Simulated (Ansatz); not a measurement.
The cluster Cs₂I₂, relaxed as a singlet with RKS B3LYP-D4/def2-SVP in Ansatz, starting from the GFN1-xTB geometry. Force threshold 0.02 eV/Å.

In the def2 sets Cs, I take a core potential; there is no spin–orbit coupling. The structure comes from a short search, and lower isomers may exist.

Start:

```xyz
4

Cs    1.514   -1.358    0.451
Cs   -1.500    1.366   -0.433
I    -1.695   -1.184    2.201
I     1.680    1.176   -2.219
```

```tsv
step	energy (eV)	largest force component (eV/Å)	SCF passes
1	-17310.1787	0.306	22
2	-17310.2698	0.234	27
3	-17310.3658	0.087	27
4	-17310.3915	0.040	27
5	-17310.3929	0.005	27
```

Force components are those of the run's own axes.

End:

```xyz
4

Cs    1.837   -1.651    0.530
Cs   -1.837    1.650   -0.530
I    -1.467   -1.018    1.914
I     1.467    1.018   -1.914
```

By distances, no bond broke or formed. The bond that changes most is Cs1–I4, from 3.68 to 3.64 Å (atoms count from 1).

No frequencies were taken in this run, so the end may be a saddle point.

It took 13 s on 4 threads of Arm Neoverse V2 on a shared host.
